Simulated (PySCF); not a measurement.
**Ionising BBr**

PBE0; basis B 6-31G(d,p), Br 6-31G(d,p); no relativity; PySCF 2.14. Neutral (UKS): singlet (closed shell), Re = 1.914 Å, ωe = 677 cm⁻¹, De = 4.57 eV, HOMO -7.26 eV, LUMO -1.85 eV.

BBr⁺ (UKS): doublet (σ ↑), Re = 1.753 Å, ωe = 962 cm⁻¹, De = 3.63 eV to B⁺ + Br. The energies at the minima are -2598.28091 hartree for BBr and -2597.93524 for BBr⁺.

(1) Work out the adiabatic ionisation energy, without and with harmonic zero-point energies (1 hartree = 27.2114 eV, 1 eV = 8065.5 cm⁻¹), and the change of the bond length.

Spin–orbit coupling is left out. For an ion De counts to the pair picked by the measured ionisation energies or electron affinities, which need not be the lowest pair at this level. States were picked by a PBE0 search and need not be the measured ground states.

Results:

(1) At PBE0: 0.34567 hartree = 9.406 eV between the minima; the zero-point term (962.0 − 677.0)/2 cm⁻¹ = +0.018 eV makes it 9.424 eV. Re changes by -16.1 pm against the neutral. Minus the HOMO energy is 7.26 eV, -2.15 eV from the value between the minima; self-interaction puts the Kohn–Sham level too high, less so with exact exchange. The electron leaves a σ orbital, and the shorter bond of the ion fits an antibonding orbital, or a change in how ionic the bond is.
